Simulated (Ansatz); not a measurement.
Ansatz (a program for electronic structure) input (B3LYP-D3(BJ)/def2-TZVP):

Ansatz 0.2 input:
```yaml
crystal:
  periodic: [false, false, false]
  atoms:
    - {symbol: C, position_ang: [-2.32343271, -0.19693880, -0.03339136]}
    - {symbol: C, position_ang: [-0.89583381, 0.11909597, -0.28452300]}
    - {symbol: C, position_ang: [0.16195647, -0.41651766, 0.60160113]}
    - {symbol: C, position_ang: [1.57490198, -0.02812438, 0.24774330]}
    - {symbol: O, position_ang: [1.89101294, 0.66831141, -0.68043369]}
    - {symbol: H, position_ang: [-2.97795701, 0.26913099, -0.76924440]}
    - {symbol: H, position_ang: [-2.64720421, 0.13927977, 0.96155225]}
    - {symbol: H, position_ang: [-2.51232371, -1.27932047, -0.05692459]}
    - {symbol: H, position_ang: [-0.59783338, 0.74308292, -1.11418701]}
    - {symbol: H, position_ang: [0.01059579, -0.12046179, 1.65461548]}
    - {symbol: H, position_ang: [0.14362221, -1.51956177, 0.65013874]}
    - {symbol: H, position_ang: [2.34744525, -0.44373176, 0.92893870]}
basis:
  gaussian:
    orbitals: def2-TZVP
hamiltonian:
  xc: b3lyp
  dispersion: d3bj
magnetization: {spin_polarized: true, initial_magnetization: 1}
phonons: {temperatures: {t_min: 298.15, t_max: 298.15, t_step: 100}}
```

Output:

```
Functional definition: B3LYP
integrals: 0.10 GiB planned
1179 factors; their error is unknown
mean field: 1.22 GiB planned
mean field evaluation 1: about -6299.2038 eV, gradient 5.0e1 eV
mean field evaluation 2: about -6288.8529 eV, gradient 7.0e1 eV
mean field evaluation 4: about -6309.9671 eV, gradient 4.7e0 eV
mean field evaluation 8: about -6310.0346 eV, gradient 4.0e-1 eV
mean field evaluation 16: about -6310.0352 eV, gradient 5.7e-4 eV
mean field -6310.03515705 eV, -231.8895149260 hartree, gradient 5.0e-5 eV, S^2 0.754175; 0 other end points of the search recorded, 0 dependent functions left out
the calculation of the forces begins
reference -6310.03544165 eV, -231.8895253851 hartree; 20, 19 occupied and 177, 178 virtual orbitals, 1179 factors
these checks for a lower state are left out or cut short: stability, starts, cluster_reference, orbital_swaps, neighbouring_geometries, increment
integrals: 0.10 GiB planned
1179 factors; their error is unknown
mean field: 1.22 GiB planned
mean field -6310.03499828 eV, -231.8895090914 hartree, gradient 2.5e-6 eV, S^2 0.754179; 0 other end points of the search recorded, 0 dependent functions left out
the calculation of the forces begins
reference -6310.03528292 eV, -231.8895195517 hartree; 20, 19 occupied and 177, 178 virtual orbitals, 1179 factors
these checks for a lower state are left out or cut short: stability, starts, cluster_reference, orbital_swaps, neighbouring_geometries, increment
integrals: 0.10 GiB planned
1179 factors; their error is unknown
mean field: 1.22 GiB planned
mean field evaluation 32: about -6310.0350 eV, gradient 3.9e-4 eV
mean field -6310.03498484 eV, -231.8895085974 hartree, gradient 2.5e-6 eV, S^2 0.754172; 0 other end points of the search recorded, 0 dependent functions left out
the calculation of the forces begins
reference -6310.03526941 eV, -231.8895190553 hartree; 20, 19 occupied and 177, 178 virtual orbitals, 1179 factors
these checks for a lower state are left out or cut short: stability, starts, cluster_reference, orbital_swaps, neighbouring_geometries, increment
integrals: 0.10 GiB planned
1179 factors; their error is unknown
mean field: 1.22 GiB planned
mean field -6310.03497511 eV, -231.8895082401 hartree, gradient 2.5e-6 eV, S^2 0.754174; 0 other end points of the search recorded, 0 dependent functions left out
the calculation of the forces begins
reference -6310.03525977 eV, -231.8895187012 hartree; 20, 19 occupied and 177, 178 virtual orbitals, 1179 factors
these checks for a lower state are left out or cut short: stability, starts, cluster_reference, orbital_swaps, neighbouring_geometries, increment
integrals: 0.10 GiB planned
1179 factors; their error is unknown
mean field: 1.22 GiB planned
mean field -6310.03504308 eV, -231.8895107378 hartree, gradient 2.5e-6 eV, S^2 0.754176; 0 other end points of the search recorded, 0 dependent functions left out
the calculation of the forces begins
reference -6310.03532763 eV, -231.8895211949 hartree; 20, 19 occupied and 177, 178 virtual orbitals, 1179 factors
these checks for a lower state are left out or cut short: stability, starts, cluster_reference, orbital_swaps, neighbouring_geometries, increment
integrals: 0.10 GiB planned
1179 factors; their error is unknown
mean field: 1.22 GiB planned
mean field -6310.03497609 eV, -231.8895082761 hartree, gradient 2.4e-6 eV, S^2 0.754171; 0 other end points of the search recorded, 0 dependent functions left out
the calculation of the forces begins
reference -6310.03526066 eV, -231.8895187337 hartree; 20, 19 occupied and 177, 178 virtual orbitals, 1179 factors
these checks for a lower state are left out or cut short: stability, starts, cluster_reference, orbital_swaps, neighbouring_geometries, increment
integrals: 0.10 GiB planned
[...]
mean field: 1.22 GiB planned
mean field -6310.03508654 eV, -231.8895123351 hartree, gradient 2.5e-6 eV, S^2 0.754184; 0 other end points of the search recorded, 0 dependent functions left out
the calculation of the forces begins
reference -6310.03537116 eV, -231.8895227947 hartree; 20, 19 occupied and 177, 178 virtual orbitals, 1179 factors
these checks for a lower state are left out or cut short: stability, starts, cluster_reference, orbital_swaps, neighbouring_geometries, increment
integrals: 0.10 GiB planned
1179 factors; their error is unknown
mean field: 1.22 GiB planned
mean field evaluation 256: about -6310.0350 eV, gradient 2.2e-6 eV
mean field -6310.03502008 eV, -231.8895098924 hartree, gradient 2.4e-6 eV, S^2 0.754167; 0 other end points of the search recorded, 0 dependent functions left out
the calculation of the forces begins
reference -6310.03530467 eV, -231.8895203511 hartree; 20, 19 occupied and 177, 178 virtual orbitals, 1179 factors
these checks for a lower state are left out or cut short: stability, starts, cluster_reference, orbital_swaps, neighbouring_geometries, increment
integrals: 0.10 GiB planned
1179 factors; their error is unknown
mean field: 1.22 GiB planned
mean field -6310.03513978 eV, -231.8895142917 hartree, gradient 2.5e-6 eV, S^2 0.754177; 0 other end points of the search recorded, 0 dependent functions left out
the calculation of the forces begins
reference -6310.03542439 eV, -231.8895247507 hartree; 20, 19 occupied and 177, 178 virtual orbitals, 1179 factors
these checks for a lower state are left out or cut short: stability, starts, cluster_reference, orbital_swaps, neighbouring_geometries, increment
integrals: 0.10 GiB planned
1179 factors; their error is unknown
mean field: 1.22 GiB planned
mean field -6310.03514985 eV, -231.8895146616 hartree, gradient 2.5e-6 eV, S^2 0.754174; 0 other end points of the search recorded, 0 dependent functions left out
the calculation of the forces begins
reference -6310.03543446 eV, -231.8895251207 hartree; 20, 19 occupied and 177, 178 virtual orbitals, 1179 factors
these checks for a lower state are left out or cut short: stability, starts, cluster_reference, orbital_swaps, neighbouring_geometries, increment
integrals: 0.10 GiB planned
1179 factors; their error is unknown
mean field: 1.22 GiB planned
mean field -6310.03515038 eV, -231.8895146810 hartree, gradient 2.4e-6 eV, S^2 0.754175; 0 other end points of the search recorded, 0 dependent functions left out
the calculation of the forces begins
reference -6310.03543498 eV, -231.8895251400 hartree; 20, 19 occupied and 177, 178 virtual orbitals, 1179 factors
these checks for a lower state are left out or cut short: stability, starts, cluster_reference, orbital_swaps, neighbouring_geometries, increment
integrals: 0.10 GiB planned
1179 factors; their error is unknown
mean field: 1.22 GiB planned
mean field -6310.03513090 eV, -231.8895139652 hartree, gradient 2.5e-6 eV, S^2 0.754175; 0 other end points of the search recorded, 0 dependent functions left out
the calculation of the forces begins
reference -6310.03541551 eV, -231.8895244244 hartree; 20, 19 occupied and 177, 178 virtual orbitals, 1179 factors
these checks for a lower state are left out or cut short: stability, starts, cluster_reference, orbital_swaps, neighbouring_geometries, increment
integrals: 0.10 GiB planned
1179 factors; their error is unknown
mean field: 1.22 GiB planned
mean field evaluation 288: about -6310.0538 eV, gradient 3.8e-4 eV
mean field -6310.03513539 eV, -231.8895141301 hartree, gradient 2.4e-6 eV, S^2 0.754175; 0 other end points of the search recorded, 0 dependent functions left out
the calculation of the forces begins
reference -6310.03542000 eV, -231.8895245893 hartree; 20, 19 occupied and 177, 178 virtual orbitals, 1179 factors
these checks for a lower state are left out or cut short: stability, starts, cluster_reference, orbital_swaps, neighbouring_geometries, increment
integrals: 0.10 GiB planned
1179 factors; their error is unknown
mean field: 1.22 GiB planned
mean field -6310.03514071 eV, -231.8895143256 hartree, gradient 2.5e-6 eV, S^2 0.754175; 0 other end points of the search recorded, 0 dependent functions left out
the calculation of the forces begins
reference -6310.03542531 eV, -231.8895247846 hartree; 20, 19 occupied and 177, 178 virtual orbitals, 1179 factors
these checks for a lower state are left out or cut short: stability, starts, cluster_reference, orbital_swaps, neighbouring_geometries, increment
integrals: 0.10 GiB planned
1179 factors; their error is unknown
mean field: 1.22 GiB planned
mean field -6310.03509906 eV, -231.8895127949 hartree, gradient 2.7e-6 eV, S^2 0.754178; 0 other end points of the search recorded, 0 dependent functions left out
the calculation of the forces begins
reference -6310.03538369 eV, -231.8895232551 hartree; 20, 19 occupied and 177, 178 virtual orbitals, 1179 factors
these checks for a lower state are left out or cut short: stability, starts, cluster_reference, orbital_swaps, neighbouring_geometries, increment
integrals: 0.10 GiB planned
1179 factors; their error is unknown
mean field: 1.22 GiB planned
mean field -6310.03504497 eV, -231.8895108074 hartree, gradient 2.4e-6 eV, S^2 0.754173; 0 other end points of the search recorded, 0 dependent functions left out
the calculation of the forces begins
reference -6310.03532955 eV, -231.8895212654 hartree; 20, 19 occupied and 177, 178 virtual orbitals, 1179 factors
these checks for a lower state are left out or cut short: stability, starts, cluster_reference, orbital_swaps, neighbouring_geometries, increment
integrals: 0.10 GiB planned
1179 factors; their error is unknown
mean field: 1.22 GiB planned
mean field evaluation 320: about -6310.0351 eV, gradient 2.2e-6 eV
mean field -6310.03509617 eV, -231.8895126889 hartree, gradient 2.4e-6 eV, S^2 0.754175; 0 other end points of the search recorded, 0 dependent functions left out
the calculation of the forces begins
reference -6310.03538076 eV, -231.8895231472 hartree; 20, 19 occupied and 177, 178 virtual orbitals, 1179 factors
these checks for a lower state are left out or cut short: stability, starts, cluster_reference, orbital_swaps, neighbouring_geometries, increment
integrals: 0.10 GiB planned
1179 factors; their error is unknown
mean field: 1.22 GiB planned
mean field -6310.03510831 eV, -231.8895131350 hartree, gradient 2.5e-6 eV, S^2 0.754175; 0 other end points of the search recorded, 0 dependent functions left out
the calculation of the forces begins
reference -6310.03539294 eV, -231.8895235948 hartree; 20, 19 occupied and 177, 178 virtual orbitals, 1179 factors
these checks for a lower state are left out or cut short: stability, starts, cluster_reference, orbital_swaps, neighbouring_geometries, increment
integrals: 0.10 GiB planned
1179 factors; their error is unknown
mean field: 1.22 GiB planned
mean field -6310.03514345 eV, -231.8895144263 hartree, gradient 2.5e-6 eV, S^2 0.754175; 0 other end points of the search recorded, 0 dependent functions left out
the calculation of the forces begins
reference -6310.03542808 eV, -231.8895248863 hartree; 20, 19 occupied and 177, 178 virtual orbitals, 1179 factors
these checks for a lower state are left out or cut short: stability, starts, cluster_reference, orbital_swaps, neighbouring_geometries, increment
integrals: 0.10 GiB planned
1179 factors; their error is unknown
mean field: 1.22 GiB planned
mean field -6310.03510892 eV, -231.8895131574 hartree, gradient 2.4e-6 eV, S^2 0.754175; 0 other end points of the search recorded, 0 dependent functions left out
the calculation of the forces begins
reference -6310.03539350 eV, -231.8895236157 hartree; 20, 19 occupied and 177, 178 virtual orbitals, 1179 factors
Total energy: -6310.40088873 eV, -231.9029553175 hartree
Atom 0 at    -2.323433    -0.196939    -0.033391 Å, force     0.001500     0.000067     0.000106 eV/Å
Atom 1 at    -0.895834     0.119096    -0.284523 Å, force    -0.000092    -0.001222     0.001690 eV/Å
Atom 2 at     0.161956    -0.416518     0.601601 Å, force    -0.000931    -0.000106     0.000024 eV/Å
Atom 3 at     1.574902    -0.028124     0.247743 Å, force    -0.000203     0.001439    -0.002032 eV/Å
Atom 4 at     1.891013     0.668311    -0.680434 Å, force    -0.000192    -0.001196     0.001641 eV/Å
Atom 5 at    -2.977957     0.269131    -0.769244 Å, force    -0.000274    -0.000094     0.000094 eV/Å
Atom 6 at    -2.647204     0.139280     0.961552 Å, force    -0.000145    -0.000259    -0.000559 eV/Å
Atom 7 at    -2.512324    -1.279320    -0.056925 Å, force    -0.000225     0.000589     0.000050 eV/Å
Atom 8 at    -0.597833     0.743083    -1.114187 Å, force    -0.000176     0.000814    -0.001157 eV/Å
Atom 9 at     0.010596    -0.120462     1.654615 Å, force     0.000125     0.000026    -0.000080 eV/Å
Atom 10 at     0.143622    -1.519562     0.650139 Å, force     0.000119     0.000083    -0.000039 eV/Å
Atom 11 at     2.347445    -0.443732     0.928939 Å, force     0.000496    -0.000141     0.000262 eV/Å
Dipole moment:    -0.293842    -0.316101     0.401371 e Å
Vibrations: 46.42 75.37 161.64 199.23 328.30 354.36 686.56 699.36 856.17 972.73 975.87 1022.80 1113.77 1162.07 1204.26 1296.08 1399.67 1412.06 1416.08 1436.14 1471.03 1483.48 1807.09 2873.27 2928.15 2933.01 2966.78 2985.76 3102.91 3211.70 cm⁻¹, zero-point energy 2.639755 eV
```

It need not be the lowest isomer of its formula.
